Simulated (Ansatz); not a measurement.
Reaction (isomerisation): `CC(F)[O][AlH2]` → `CC[O][AlH][F]`

Program: Ansatz. Geometries: PBE0-D4/def2-TZVP. ΔE: electronic, gas phase. CCSD(T)/CBS adds triple-zeta CCSD(T) − MP2 to the extrapolated MP2 energy (def2 sets, frozen cores). DFT in def2-TZVPP. Each species was taken in one conformer, which may not be the lowest.

```
       level  ΔE (kJ/mol)
     r2SCAN0       -211.9
HF/CBS(def2)       -213.3
```

(1) What does CCSD(T)/CBS give? (Best estimate.)

Largest T1 diagnostic among the species: 0.012.

Answers

(1) The calculation gave: -220.4 kJ/mol. The listed levels differ from it by 8.5, 7.1 kJ/mol.

From PBE to PBE0 (25 % exact exchange), in def2-TZVPP and without D4, ΔE moves by −3.2 kJ/mol. At CCSD(T), def2-SVP lies +21.5 kJ/mol from the extrapolated value and def2-TZVPP +5.0 kJ/mol.

CCSD(T)/CBS has its own doubt, a few kJ/mol and more with outer-core shells, so smaller differences from it don't rank the levels.
